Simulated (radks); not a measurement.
Initial-state core-level shifts of the gadolinium ion Gd+ when its valence configuration changes from [Xe] 4f7 5d1 6s1. All-electron calculation, scalar-relativistic Kohn-Sham, r2SCAN, spin-polarised, spherical densities, finite nucleus; open shells are filled with parallel spins first (spin-orbit coupling, left out, can overturn this in heavy ions); meta-GGA in the generalised Kohn-Sham scheme; Fermi nuclear charge, rms radius 5.1569 fm. Program: a radial shooting solver on a logarithmic mesh with Libxc functionals. Shifts are changes of the shell-averaged eigenvalues in eV (positive: less bound); the change of the density at the nucleus, which sets a Mossbauer isomer shift, is in e/bohr^3, on a base of 6.579e+05.

valence,2s,3s,4p,5s,density at nucleus
4f8 5d1,+8.419,+9.172,+8.664,+5.432,-62.58
4f7 6s1 6p1,-3.630,-3.563,-3.595,-3.626,+5.57
4f6 5d1 6s1 6p1,-12.404,-13.460,-12.475,-7.590,+46.37
4f8 6s1,+6.620,+7.432,+6.874,+3.458,-30.38
4f6.5 5d1 6s1.5,-5.594,-6.095,-5.660,-3.364,+37.92
4f7 5d0.5 6s1 6p0.5,-1.812,-1.781,-1.798,-1.820,+2.38
4f7 5d2,+2.265,+2.218,+2.248,+2.303,-38.81
4f6 5d1 6s2,-11.483,-12.534,-11.559,-6.719,+82.29
4f6.5 5d1.5 6s1,-4.137,-4.668,-4.219,-1.910,+19.31
